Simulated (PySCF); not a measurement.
C₄H₈O₂, charge +1, doublet, geometry from GFN2-xTB (a state made from the parent by changing its charge; the spin is typed, not shown lowest); PySCF with B3LYP/3-21G.

Here is a job for PySCF.
```python
from pyscf import gto, scf, dft

mol = gto.M(
    atom='''
C     1.24838121    0.56633122    0.05490556
C     0.95109126   -0.88057717    0.44967831
O    -0.15829135   -1.41723176   -0.19263771
C    -1.10562953   -0.50305209   -0.63774859
C    -1.09384294    0.81729805    0.13316473
O     0.15829135    1.41723176    0.19263771
H     2.07764636    0.99644659    0.62759449
H     1.55719393    0.55712742   -1.01008607
H     1.79779810   -1.55014425    0.26147632
H     0.76493273   -0.88889739    1.54280820
H    -0.89358449   -0.26296187   -1.69937506
H    -2.08246681   -0.99858341   -0.60791300
H    -1.79297765    1.55228106   -0.28115781
H    -1.42854218    0.59473184    1.16665293
''',
    basis='3-21g',
    charge=1,
    spin=1,
    verbose=4,
)

mf = dft.UKS(mol)
mf.xc = 'b3lyp'
mf.kernel()
mf.analyze()
```

The log (banner, timings and long lists left out):

```
PySCF version 2.14.0

[INPUT] verbose = 4
[INPUT] num. atoms = 14
[INPUT] num. electrons = 47
[INPUT] charge = 1
[INPUT] spin (= nelec alpha-beta = 2S) = 1
[INPUT] symmetry False subgroup None
[INPUT] Mole.unit = angstrom
[INPUT] Symbol           X                Y                Z      unit          X                Y                Z       unit  Magmom
[INPUT]  1 C      1.248381210000   0.566331220000   0.054905560000 AA    2.359098585953   1.070210901591   0.103756471116 Bohr   0.0
[INPUT]  2 C      0.951091260000  -0.880577170000   0.449678310000 AA    1.797302000868  -1.664049682845   0.849768850057 Bohr   0.0
[INPUT]  3 O     -0.158291350000  -1.417231760000  -0.192637710000 AA   -0.299127299388  -2.678179881435  -0.364032513163 Bohr   0.0
[INPUT]  4 C     -1.105629530000  -0.503052090000  -0.637748590000 AA   -2.089337006932  -0.950630676490  -1.205170171428 Bohr   0.0
[INPUT]  5 C     -1.093842940000   0.817298050000   0.133164730000 AA   -2.067063579889   1.544469476641   0.251644869152 Bohr   0.0
[INPUT]  6 O      0.158291350000   1.417231760000   0.192637710000 AA    0.299127299388   2.678179881435   0.364032513163 Bohr   0.0
[INPUT]  7 H      2.077646360000   0.996446590000   0.627594490000 AA    3.926182604100   1.883011152857   1.185981703386 Bohr   0.0
[INPUT]  8 H      1.557193930000   0.557127420000  -1.010086070000 AA    2.942670050535   1.052818240286  -1.908786034538 Bohr   0.0
[INPUT]  9 H      1.797798100000  -1.550144250000   0.261476320000 AA    3.397346036263  -2.929348086069   0.494118632859 Bohr   0.0
[INPUT] 10 H      0.764932730000  -0.888897390000   1.542808200000 AA    1.445513363416  -1.679772619941   2.915484960733 Bohr   0.0
[INPUT] 11 H     -0.893584490000  -0.262961870000  -1.699375060000 AA   -1.688629955259  -0.496925915503  -3.211353446316 Bohr   0.0
[INPUT] 12 H     -2.082466810000  -0.998583410000  -0.607913000000 AA   -3.935291934397  -1.887049157434  -1.148789077563 Bohr   0.0
[INPUT] 13 H     -1.792977650000   1.552281060000  -0.281157810000 AA   -3.388236705966   2.933386071750  -0.531311258682 Bohr   0.0
[INPUT] 14 H     -1.428542180000   0.594731840000   1.166652930000 AA   -2.699553477589   1.123880295159   2.204654520121 Bohr   0.0

nuclear repulsion = 265.661905065015
number of shells = 46
number of NR pGTOs = 114
number of NR cGTOs = 70
basis = 3-21g
ecp = {}

******** <class 'pyscf.dft.uks.UKS'> ********
method = UKS
initial guess = minao
damping factor = 0
level_shift factor = 0
DIIS = <class 'pyscf.scf.diis.CDIIS'>
diis_start_cycle = 1
diis_space = 8
diis_damp = 0
SCF conv_tol = 1e-09
SCF conv_tol_grad = None
SCF max_cycles = 50
direct_scf = True
direct_scf_tol = 1e-13
number electrons alpha = 24  beta = 23
XC library pyscf.dft.libxc version 7.1.2
    S. Lehtola, C. Steigemann, M. J. T. Oliveira, and M. A. L. Marques,  SoftwareX 7, 1–5 (2018)
XC functionals = b3lyp
    P. J. Stephens, F. J. Devlin, C. F. Chabalowski, and M. J. Frisch,  J. Phys. Chem. 98, 11623 (1994)
radial grids:
    Treutler-Ahlrichs [JCP 102, 346 (1995); DOI:10.1063/1.469408] (M4) radial grids

becke partition: Becke, JCP 88, 2547 (1988); DOI:10.1063/1.454033
pruning grids: <function nwchem_prune>
grids dens level: 3
symmetrized grids: False
atomic radii adjust function: <function treutler_atomic_radii_adjust>
small_rho_cutoff = 0
Set gradient conv threshold to 3.16228e-05
tot grids = 163104
init E= -306.695237598828

cycle= 1 E= -305.561164453771  delta_E= 1.13  |g|= 0.395  |ddm|= 2.47
cycle= 2 E= -305.462676026357  delta_E= 0.0985  |g|= 0.672  |ddm|= 0.955
cycle= 3 E= -305.629620291581  delta_E= -0.167  |g|= 0.0235  |ddm|= 0.563
cycle= 4 E= -305.629928342695  delta_E= -0.000308  |g|= 0.017  |ddm|= 0.0576
cycle= 5 E= -305.630072002143  delta_E= -0.000144  |g|= 0.00406  |ddm|= 0.0222
cycle= 6 E= -305.630082993051  delta_E= -1.1e-05  |g|= 0.0016  |ddm|= 0.00648
cycle= 7 E= -305.630078941832  delta_E= 4.05e-06  |g|= 0.00353  |ddm|= 0.00536
cycle= 8 E= -305.630084510554  delta_E= -5.57e-06  |g|= 0.000103  |ddm|= 0.00386
cycle= 9 E= -305.630084521866  delta_E= -1.13e-08  |g|= 2.27e-05  |ddm|= 0.000214
cycle= 10 E= -305.630084522341  delta_E= -4.75e-10  |g|= 2.61e-06  |ddm|= 4.9e-05
Extra cycle  E= -305.630084522351  delta_E= -1e-11  |g|= 1.33e-06  |ddm|= 6.66e-06
converged SCF energy = -305.630084522351  <S^2> = 0.75304439  2S+1 = 2.0030421
**** SCF Summaries ****
Total Energy =                        -305.630084522351126
Nuclear Repulsion Energy =             265.661905065015276
One-electron Energy =                 -930.580931877706007
Two-electron Energy =                  359.288942290339605
Two-electron Coulomb Energy =          400.723303354543248
DFT Exchange-Correlation Energy =      -41.434361064203621
**** MO energy ****
                             alpha | beta                alpha | beta
MO #1   energy= -19.330633369214   | -19.322296900087   occ= 1 | 1
MO #2   energy= -19.3302013682798  | -19.32186825442    occ= 1 | 1
MO #3   energy= -10.4082775606595  | -10.4078597345097  occ= 1 | 1
MO #4   energy= -10.4081977641509  | -10.4077768252917  occ= 1 | 1
MO #5   energy= -10.4079894971184  | -10.4075673321919  occ= 1 | 1
MO #6   energy= -10.4071127504054  | -10.4066898382742  occ= 1 | 1
MO #7   energy= -1.3500980261037   | -1.33403156921227  occ= 1 | 1
MO #8   energy= -1.31562247152906  | -1.29678681057615  occ= 1 | 1
MO #9   energy= -1.03028372261834  | -1.02575233646837  occ= 1 | 1
MO #10  energy= -0.941204994704981 | -0.932071368786479 occ= 1 | 1
MO #11  energy= -0.934092434066753 | -0.92872114003811  occ= 1 | 1
MO #12  energy= -0.779675309856516 | -0.768949436141158 occ= 1 | 1
MO #13  energy= -0.773890132753816 | -0.757903122748747 occ= 1 | 1
MO #14  energy= -0.761938590078218 | -0.754857034496166 occ= 1 | 1
MO #15  energy= -0.751650877108835 | -0.747802759648403 occ= 1 | 1
MO #16  energy= -0.688916486535601 | -0.661609956733922 occ= 1 | 1
MO #17  energy= -0.668132154871353 | -0.660075553487942 occ= 1 | 1
MO #18  energy= -0.645051178817442 | -0.635135982955467 occ= 1 | 1
MO #19  energy= -0.633426323328508 | -0.631987571435756 occ= 1 | 1
MO #20  energy= -0.616909702194749 | -0.606494680900617 occ= 1 | 1
MO #21  energy= -0.609781233388779 | -0.592018517402638 occ= 1 | 1
MO #22  energy= -0.524086094583824 | -0.511111061834447 occ= 1 | 1
MO #23  energy= -0.518511813430594 | -0.470637530854061 occ= 1 | 1
MO #24  energy= -0.492784862008118 | -0.403913018893558 occ= 1 | 0
MO #25  energy= -0.12378721838815  | -0.118722024706987 occ= 0 | 0
MO #26  energy= -0.0904511777528545 | -0.0856704161383792 occ= 0 | 0
MO #27  energy= -0.0606875748904931 | -0.0530351574538025 occ= 0 | 0
MO #28  energy= -0.0559276478705106 | -0.0500533741663269 occ= 0 | 0
MO #29  energy= -0.0451580806030081 | -0.0431802528978453 occ= 0 | 0
MO #30  energy= -0.0302656405423916 | -0.0290286051839326 occ= 0 | 0
MO #31  energy= -0.0182087531809509 | -0.0158409725504707 occ= 0 | 0
MO #32  energy= -0.0128115334376287 | -0.00768460522357367 occ= 0 | 0

To work with the spin densities directly, `use mulliken_meta_spin()` only printing them here.

 ** Mulliken spin pop alpha/beta on meta-lowdin orthogonal AOs **
 ** Mulliken Spin Density (per AO)  **
spin_pop of  0 C 1s       -0.00000
spin_pop of  0 C 2s       -0.00317
spin_pop of  0 C 3s        0.00001
spin_pop of  0 C 2px      -0.00555
spin_pop of  0 C 2py       0.00159
spin_pop of  0 C 2pz       0.02186
spin_pop of  0 C 3px       0.00005
spin_pop of  0 C 3py      -0.00001
spin_pop of  0 C 3pz       0.00057
spin_pop of  1 C 1s       -0.00000
spin_pop of  1 C 2s       -0.00317
spin_pop of  1 C 3s        0.00001
spin_pop of  1 C 2px       0.00106
spin_pop of  1 C 2py       0.00158
spin_pop of  1 C 2pz       0.01526
spin_pop of  1 C 3px      -0.00021
spin_pop of  1 C 3py       0.00005
spin_pop of  1 C 3pz       0.00076
spin_pop of  2 O 1s       -0.00000
spin_pop of  2 O 2s        0.00669
spin_pop of  2 O 3s       -0.00005
spin_pop of  2 O 2px       0.05841
spin_pop of  2 O 2py       0.00506
spin_pop of  2 O 2pz       0.25749
spin_pop of  2 O 3px       0.00004
spin_pop of  2 O 3py       0.00001
spin_pop of  2 O 3pz       0.00033
spin_pop of  3 C 1s       -0.00000
spin_pop of  3 C 2s       -0.00317
spin_pop of  3 C 3s        0.00001
spin_pop of  3 C 2px       0.00008
spin_pop of  3 C 2py      -0.00409
spin_pop of  3 C 2pz       0.02190
spin_pop of  3 C 3px      -0.00018
spin_pop of  3 C 3py      -0.00004
spin_pop of  3 C 3pz       0.00083
spin_pop of  4 C 1s       -0.00000
spin_pop of  4 C 2s       -0.00317
spin_pop of  4 C 3s        0.00001
spin_pop of  4 C 2px      -0.00721
spin_pop of  4 C 2py      -0.00322
spin_pop of  4 C 2pz       0.02832
spin_pop of  4 C 3px       0.00000
spin_pop of  4 C 3py      -0.00000
spin_pop of  4 C 3pz       0.00061
spin_pop of  5 O 1s       -0.00000
spin_pop of  5 O 2s        0.00669
spin_pop of  5 O 3s       -0.00005
spin_pop of  5 O 2px       0.00876
spin_pop of  5 O 2py       0.00821
spin_pop of  5 O 2pz       0.30398
spin_pop of  5 O 3px       0.00008
spin_pop of  5 O 3py       0.00001
spin_pop of  5 O 3pz       0.00029
spin_pop of  6 H 1s        0.00527
spin_pop of  6 H 2s        0.00015
spin_pop of  7 H 1s        0.06467
spin_pop of  7 H 2s        0.00057
spin_pop of  8 H 1s        0.00528
spin_pop of  8 H 2s        0.00015
spin_pop of  9 H 1s        0.06468
spin_pop of  9 H 2s        0.00057
spin_pop of  10 H 1s        0.06467
spin_pop of  10 H 2s        0.00057
spin_pop of  11 H 1s        0.00528
spin_pop of  11 H 2s        0.00015
spin_pop of  12 H 1s        0.00527
spin_pop of  12 H 2s        0.00015
spin_pop of  13 H 1s        0.06467
spin_pop of  13 H 2s        0.00057
 ** Mulliken Spin Density (per atom)  **
spin density of  0 C =      0.01535
spin density of  1 C =      0.01535
spin density of  2 O =      0.32797
spin density of  3 C =      0.01535
spin density of  4 C =      0.01535
spin density of  5 O =      0.32796
spin density of  6 H =      0.00543
spin density of  7 H =      0.06524
spin density of  8 H =      0.00543
spin density of  9 H =      0.06524
spin density of  10 H =      0.06524
spin density of  11 H =      0.00543
spin density of  12 H =      0.00543
spin density of  13 H =      0.06524
 ** Mulliken pop alpha/beta on meta-lowdin orthogonal AOs **
 ** Mulliken pop       alpha | beta **
In total            24.00000 | 23.00000
 ** Mulliken atomic charges   ( Nelec_alpha | Nelec_beta ) **
charge of  0C =      0.00472  (     3.00532      2.98997 )
charge of  1C =      0.00472  (     3.00532      2.98997 )
charge of  2O =     -0.18758  (     4.25778      3.92981 )
charge of  3C =      0.00471  (     3.00532      2.98997 )
charge of  4C =      0.00470  (     3.00532      2.98998 )
charge of  5O =     -0.18759  (     4.25778      3.92982 )
charge of  6H =      0.16968  (     0.41787      0.41245 )
charge of  7H =      0.16940  (     0.44792      0.38268 )
charge of  8H =      0.16967  (     0.41788      0.41245 )
charge of  9H =      0.16941  (     0.44792      0.38267 )
charge of  10H =      0.16941  (     0.44792      0.38267 )
charge of  11H =      0.16968  (     0.41787      0.41245 )
charge of  12H =      0.16968  (     0.41787      0.41245 )
charge of  13H =      0.16940  (     0.44792      0.38268 )

WARN: System has nonzero charge 1; the dipole moment is origin-dependent.
Location of origin: [0. 0. 0.]

Dipole moment(X, Y, Z, Debye): -0.00014,  0.00005, -0.00005
```
